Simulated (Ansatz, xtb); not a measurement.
## A geometry optimisation of H3ISi with r2SCAN-D4/def2-SVP

The starting geometry of this gas-phase singlet has its atoms placed at random.

```xyz
5

I    -0.2042    1.2402   -1.5095
Si    0.2550    0.1263    0.7640
H    -1.7228   -0.0861   -0.2703
H    -0.9199    1.1538    0.3926
H     0.6707   -0.0498   -0.5230
```

Question: One run relaxed it with r2SCAN-D4/def2-SVP. What is a likely outcome?

Answer: It ends as `[SiH3]I`. Contacts that open: I1–H4 (2.03 → 3.25 Å), I1–H5 (1.84 → 3.25 Å). Contacts that close: Si2–H3 (2.24 → 1.49 Å).

The energy falls by 7.42 eV over 14 steps:

| step | E − E(last) (eV) |
| --- | --- |
| 1 | 7.420 |
| 2 | 5.732 |
| 4 | 3.490 |
| 5 | 2.842 |
| 7 | 1.642 |
| 8 | 0.909 |
| 10 | 0.020 |
| 11 | 0.003 |
| 13 | 0.000 |
| 14 | 0.000 |

Final geometry (Å):

```
atom    x (Å)    y (Å)    z (Å)
   I  -0.4189   1.5330  -2.2135
  Si  -0.3810   0.3800  -0.0472
   H  -1.4945  -0.6076  -0.0161
   H  -0.5557   1.3911   1.0314
   H   0.9288  -0.3121   0.0992
```

From the same start GFN2-xTB reaches the same bonding as this run.

From so rough a start the end depends on the optimiser's path, so another program may land elsewhere. The end wasn't checked by frequencies. Atoms past krypton carry core potentials, without spin–orbit terms. Run with Ansatz 0.2.0, 8.1 s on 2 threads of Intel(R) Xeon(R) Platinum 8488C (Sapphire Rapids), with other jobs on the host.
